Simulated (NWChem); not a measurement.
Species: H2TeS2; SMILES S[Te]S

```xyz
5

Te     0.0000     0.0000     0.5948
S      1.8910    -0.0431    -0.8995
H      1.9971     1.2944    -1.0735
S     -1.8910     0.0431    -0.8995
H     -1.9971    -1.2944    -1.0735
```
Atoms are numbered in this order, from 1.

Coordinates come from a PBE0/def2-SVP optimisation. Not confirmed as a minimum by frequencies. def2 effective core potentials on Te; no spin-orbit coupling.

Symmetry labels are those of C2 in the frame above (b1 and b2, or b-type labels, depend on it).

Question: List the 4 lowest vertical singlet excitations from B3LYP/def2-SVPD with def2 effective core potentials on Te, TDA (NWChem).

Answer: 
| state | energy (eV) | oscillator strength | symmetry | leading excitation (squared amplitude) |
|---|---|---|---|---|
| S1 | 3.35 | 0.002 | b | HOMO → LUMO (0.99) |
| S2 | 3.51 | 0.001 | a | HOMO → LUMO+1 (0.99) |
| S3 | 4.10 | 0.014 | b | HOMO−1 → LUMO (0.76) |
| S4 | 4.25 | 0.015 | a | HOMO−2 → LUMO (0.62) |
